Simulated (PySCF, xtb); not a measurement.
CNO, SMILES C(=[N])=O (connectivity only; charge and spin as stated), charge -1, multiplicity 1.

Geometry: B3LYP-D3(BJ)/def2-TZVPD. The multiplicity is an assumed one; other spin states were not compared. The isomer is the one that the SMILES or the coordinates give; other isomers of the formula were not compared.

Method: C-PCM-ωB97X/def2-SVPD run with PySCF.

The values are the electrostatic part of the solvation free energy, E(continuum) − E(gas) at the gas-phase geometry, in a cavity of scaled van der Waals radii (PySCF's table); cavitation and dispersion terms are not included. In vacuum the orbital gap is 10.86 eV.

Q: Estimate the values in water (ε = 78.36), 1-octanol (ε = 9.86), dimethylsulfoxide (ε = 46.83). (The exact figures need the calculation; the answer reports its results.)

A: 
| solvent | ε | ΔG(elec) (kcal/mol) | gap (eV) |
|---|---|---|---|
| water | 78.36 | -66.8 | 11.91 |
| 1-octanol | 9.86 | -60.8 | 11.82 |
| dimethylsulfoxide | 46.83 | -66.2 | 11.90 |

For comparison, GFN2-xTB/ALPB(water) (xtb, at the GFN2-xTB geometry, all terms of that model) gives -71.5 kcal/mol.
